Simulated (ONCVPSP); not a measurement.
# What one change does to a pseudopotential (gold, ONCV)

ONCVPSP 4.0.1 input, shortened (lines: element, Z, core and valence counts, functional; n l f; lmax; l rc ep ncon nbas qcut; lloc lpopt rc5 dvloc0; l nproj debl; icmod fcfact rcfact), LDA (Perdew-Zunger), scalar-relativistic:

```
  Au 79.00   10    3        3      upf
    1    0    2.00
    2    0    2.00
    2    1    6.00
    3    0    2.00
    3    1    6.00
    3    2   10.00
    4    0    2.00
    4    1    6.00
    4    2   10.00
    4    3   14.00
    5    0    2.00
    5    1    6.00
    5    2    9.00
    2
    0    1.50    0.00    4    9    6.10
    1    1.25    0.00    5   10    6.70
    2    2.30    0.00    4    9    7.00
    4    5    0.90    4.00
    0    3    3.80
    1    1    1.30
    2    2    0.40
    0    0.00    0.00
```

In the s channel the program set the typed energies aside and used -4.794, 0.050, 3.850 Ha. In the d channel the program set the typed energies aside and used -1.015, 0.250 Ha.

Change: p: rc 1.6.

Cutoffs: the cutoffs (Ha) at which the residual kinetic energy of the hardest occupied pseudo-wave falls to 1 and 0.1 mHa per electron; they do not see the model core or the augmentation charge, which bear on the density cutoff. Errors are all-electron minus pseudo energies relative to the spin-unpolarised reference configuration.

How do hardness, ghosts and transferability respond?

The potential gets softer (179 Ha and 216 Ha → 18 Ha and 93 Ha); the errors of the 4 common tests hardly move; neither file shows a bound ghost. A larger radius leaves more room for a smooth pseudo-wave, so fewer plane waves are needed.

```csv
quantity,base,changed
"cutoff, loose",179 Ha,18 Ha
"cutoff, tight",216 Ha,93 Ha
loose cutoff by channel,"s 18 Ha, p 179 Ha, d 17 Ha","s 18 Ha, p 15 Ha, d 17 Ha"
bound ghosts,none,none
GHOST(+) flags under 300 eV,s at 230.0 eV,s at 230.0 eV
"error for 5s2 5p6 5d10 6s1, meV [ΔE -31.28 eV]",+7.6,+7.9
"error for 5s2 5p6 5d10, meV [ΔE -21.50 eV]",+10,+11
"error for 5s2 5p6 5d8, meV [ΔE 34.17 eV]",+7.6,+8.4
"error for 5s2 5p6 5d7, meV [ΔE 82.17 eV]",+63,+68
s: phases at 1.52 bohr within 0.05 rad from the reference energy up to (Ha; the scan ends near 5),to the end of the scan,to the end of the scan
d: phases at 2.34 bohr within 0.05 rad from the reference energy up to (Ha; the scan ends near 5),to the end of the scan,to the end of the scan
```
